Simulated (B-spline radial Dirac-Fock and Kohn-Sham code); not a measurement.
These are calculated numbers from a radial finite-basis atomic code; the model is Dirac-Fock orbitals of the configuration average with a finite nucleus.

**Question.** This computed X-ray form factor belongs to an atom or ion in its tabulated ground configuration. Which?

```csv
sin θ/λ (Å⁻¹),f₀
0.3,19.707
0.45,18.258
0.5,17.697
0.8,14.009
1.2,9.771
1.4,8.311
2,5.969
2.5,4.971
3.5,3.297
```

**Answer.** Mo²¹⁺, with 21 electrons in [Ar] 3d3. f₀ tends to the number of electrons as s goes to zero, which the first rows give only roughly, and the rate of fall reflects the nuclear charge, 42.
